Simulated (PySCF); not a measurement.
# Electron correlation in Ar³⁺ (argon, charge +3)

[Ne] 3s2 3p3, high-spin 4S determinant. All numbers are calculated (PySCF 2.14, no relativity, point nucleus, in dyall-acv3z (19s12p6d4f, 113 functions)). Frozen: [Ne]; 5 electrons correlated; the 31 highest virtual orbitals of each spin left out.

```tsv
level	correlation energy (mhartree)
CCSD	-127.74
(T)	-3.52
CCSD(T)	-131.26
```

Diagnostics: T1 = 0.0029, D1 = 0.0077, largest double amplitude 0.059.

Cost of the coupled-cluster step: roughly 8 core-seconds, for 5 correlated electrons.
